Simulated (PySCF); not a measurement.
Method: B3LYP-D3(BJ)/def2-TZVP // PBE0-D3(BJ)/def2-TZVP run with PySCF. Isolated molecules, 0 K electronic values unless said otherwise. B3LYP has the VWN-RPA correlation part, as in Gaussian. 

Reference species (SMILES): `[F][AlH]` (neutral, multiplicity 2).

- dipole moment: 1.61 D

Changed species: `[F][Al][F]` (radical fragment; the reference has radical fragment).

Q: Predict the effect on the dipole moment.

A: the dipole moment rises by 0.26 D, to 1.87 D.
